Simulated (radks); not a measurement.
Results of a calculation; reference values are marked as such.
How relativity changes the ionisation of the holmium ion Ho2+ ([Xe] 4f11) to Ho3+ ([Xe] 4f10). Spin-unpolarised spherical Kohn-Sham, BLYP, point nucleus unless stated (finite: rms radius 5.2022 fm), a radial shooting solver on a logarithmic mesh with Libxc functionals. A level marked "c x" has the speed of light scaled by that factor and shares open shells by 2j + 1; other Dirac levels either fill j = l - 1/2 first or share by 2j + 1.

non-rel.: E(Ho2+) (hartree) -12068.7929; E(Ho3+) (hartree) -12067.6972; IE (eV) 29.816; HOMO 4f; <r> HOMO (bohr) 0.8018
scalar-rel.: E(Ho2+) (hartree) -12616.5321; E(Ho3+) (hartree) -12615.5836; IE (eV) 25.811; HOMO 4f; <r> HOMO (bohr) 0.8442
scalar-rel., finite nucleus: E(Ho2+) (hartree) -12615.3449; E(Ho3+) (hartree) -12614.3963; IE (eV) 25.812; HOMO 4f; <r> HOMO (bohr) 0.8442
Dirac, 2j+1 shares: E(Ho2+) (hartree) -12628.6498; E(Ho3+) (hartree) -12627.7044; IE (eV) 25.727; HOMO 4f7/2; <r> HOMO (bohr) 0.8534
Dirac, low j first: E(Ho2+) (hartree) -12628.6961; E(Ho3+) (hartree) -12627.7704; IE (eV) 25.189; HOMO 4f7/2; <r> HOMO (bohr) 0.8550
Dirac, 2j+1 shares, finite nucleus: E(Ho2+) (hartree) -12627.4545; E(Ho3+) (hartree) -12626.5090; IE (eV) 25.728; HOMO 4f7/2; <r> HOMO (bohr) 0.8534
Dirac, c x 1.25: E(Ho2+) (hartree) -12410.5489; E(Ho3+) (hartree) -12409.5507; IE (eV) 27.160; HOMO 4f7/2; <r> HOMO (bohr) 0.8329
Dirac, c x 2: E(Ho2+) (hartree) -12196.1249; E(Ho3+) (hartree) -12195.0678; IE (eV) 28.764; HOMO 4f7/2; <r> HOMO (bohr) 0.8132
Dirac, c x 10: E(Ho2+) (hartree) -12073.7488; E(Ho3+) (hartree) -12072.6546; IE (eV) 29.774; HOMO 4f7/2; <r> HOMO (bohr) 0.8022

NIST Atomic Spectra Database: 22.79 eV (semi-empirical). The relativistic part of the total energy of Ho2+ is -558.7 hartree (Dirac, 2j+1 shares, finite nucleus), 4.6 % of the non-relativistic value. Spin polarisation and multiplet splitting of open shells are left out at every level.

Beside tabulated values, note that relativity, absent from the non-relativistic runs, is large for the heavy elements, and spin-unpolarised runs miss the spin-polarisation part of the exchange energy of open shells.
